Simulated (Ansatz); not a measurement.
The cluster SbF₃⁺. Total charge 1; doublet. Geometry B3LYP-D4/def2-TZVP, that of the neutral singlet; atoms count from 1.

| atom | x (Å) | y (Å) | z (Å) |
| --- | --- | --- | --- |
| Sb1 | 0.5601 | 0.0638 | -0.4920 |
| F2 | -0.3999 | -1.5643 | -0.2787 |
| F3 | 0.8313 | 0.3418 | 1.3700 |
| F4 | -0.9916 | 1.1587 | -0.5993 |

In the def2 sets Sb takes a core potential; there is no spin–orbit coupling. The structure comes from a short search, and lower isomers may exist.

Estimate the Mulliken populations from the PBE0/def2-TZVP orbitals of Ansatz.


```json
{"atom": "Sb1", "charge (e)": "1.74", "spin (α − β)": "0.42"}
{"atom": "F2", "charge (e)": "-0.25", "spin (α − β)": "0.19"}
{"atom": "F3", "charge (e)": "-0.25", "spin (α − β)": "0.19"}
{"atom": "F4", "charge (e)": "-0.25", "spin (α − β)": "0.19"}
```
Mulliken values depend strongly on the basis.

Where does the spin sit?

Summed by element: Sb 0.42, F 0.58, of 1 unpaired in all. Largest on single atoms: Sb1 0.42, F3 0.19, F4 0.19.

And the Mayer bond orders between heavy atoms (over 0.3)?

Sb1–F2 1.03 (1.90 Å); Sb1–F3 1.03 (1.90 Å); Sb1–F4 1.03 (1.90 Å).
